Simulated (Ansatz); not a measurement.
The lowest singlet and triplet of F2Ge (SMILES [F][Ge][F]); geometries from B3LYP-D3(BJ)/def2-TZVP, each state relaxed from the structure named, with no frequency check.
Singlet at the triplet's geometry (charge 0, multiplicity 1):
| atom | x (Å) | y (Å) | z (Å) |
|---|---|---|---|
| F | -1.4744 | -0.6105 | 0.0000 |
| Ge | -0.0003 | 0.3428 | 0.0000 |
| F | 1.4753 | -0.6083 | 0.0000 |

A positive gap puts the triplet lower; no zero-point energy. R- takes a restricted singlet. U- takes an unrestricted singlet (broken symmetry where lower, unprojected). The triplet is unrestricted in single-reference levels. Active spaces average the two states.

Frozen-core correlation. Filled d and f shells under p-block atoms count as core.

The values were computed with Ansatz (a program for electronic structure) with Gaussian orbitals. Values without a source in brackets are computed.

```
level                                     gap E(singlet) − E(triplet), vertical, at the triplet's geometry (eV)
----------------------------------------  ---------------------------------------------------------------------
R-r2SCAN/def2-TZVPP                                                                                      -3.129
U-r2SCAN/def2-TZVPP                                                                                      -3.129
R-B3LYP/def2-TZVPP                                                                                       -3.470
R-PBE0/def2-TZVPP                                                                                        -3.232
U-MP2/cc-pVQZ                                                                                            -3.189
U-CCSD(T)/cc-pVDZ                                                                                        -3.202
R-CCSD(T)/cc-pVQZ                                                                                        -3.258
SA-CASSCF(2,2)/cc-pVDZ                                                                                        …
FIC-NEVPT4(SD) on SA-CASSCF(2,2)/cc-pVDZ                                                                 -3.211
```

Question: Some entries are withheld; supply them.

Answer: 
- SA-CASSCF(2,2)/cc-pVDZ, gap E(singlet) − E(triplet), vertical, at the triplet's geometry (eV): -2.969
